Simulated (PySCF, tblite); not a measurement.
Isomers of C4H8F3O2P, one GFN2-xTB conformer each. Single-point energies are computed at PBE0/pcSseg-1 (PySCF, gas phase, no added dispersion term), electronic only.

```tsv
SMILES	GFN2-xTB relative energy (kcal/mol)
COC[P@@](C)(=O)C(F)(F)F	10.5
C[P@](=O)(CO)CC(F)(F)F	0.0
```

Conformers: `[CH3:1][O:2][CH2:3][P@@:4]([CH3:5])(=[O:6])[C:7]([F:8])([F:9])[F:10]` with C1–O2–C3–P4 -75°, O2–C3–P4–C5 -56°; `[CH3:1][P@:2](=[O:3])([CH2:4][OH:5])[CH2:6][C:7]([F:8])([F:9])[F:10]` with C1–P2–C4–O5 176°, P2–C4–O5–H -52°, C1–P2–C6–C7 34°.

Task: What does PBE0/pcSseg-1 give for the same structures?

Result: 
```
                 SMILES  PBE0/pcSseg-1 E (Eh)  PBE0/pcSseg-1 (kcal/mol)  GFN2-xTB (kcal/mol)  point group
 C[P@](=O)(CO)CC(F)(F)F            -947.78666                       0.0                  0.0           C1
COC[P@@](C)(=O)C(F)(F)F            -947.75044                      22.7                 10.5           C1
```

Both levels put the same isomer lowest. As drawn, the lower has an O–H bond, which the higher lacks.

Task: Which frontier levels, dipoles and rotational constants go with these structures?

Result: 
| SMILES | HOMO (eV, PBE0/pcSseg-1) | LUMO (eV) | dipole (D) | A, B, C (MHz) |
| --- | --- | --- | --- | --- |
| C[P@](=O)(CO)CC(F)(F)F | -7.79 | 1.06 | 1.91 | 1709, 797.1, 693.6 |
| COC[P@@](C)(=O)C(F)(F)F | -7.51 | 0.52 | 2.94 | 1916, 738.2, 713.5 |

Task: What happens when harmonic zero-point energies from GFN2-xTB frequencies are added?

Result: 
```tsv
SMILES	ZPE (kcal/mol)	electronic (kcal/mol)	with ZPE (kcal/mol)
C[P@](=O)(CO)CC(F)(F)F	77.0	0.0	0.0
COC[P@@](C)(=O)C(F)(F)F	76.7	22.7	22.3
```

The zero-point energies span 0.3 kcal/mol. The order is unchanged.
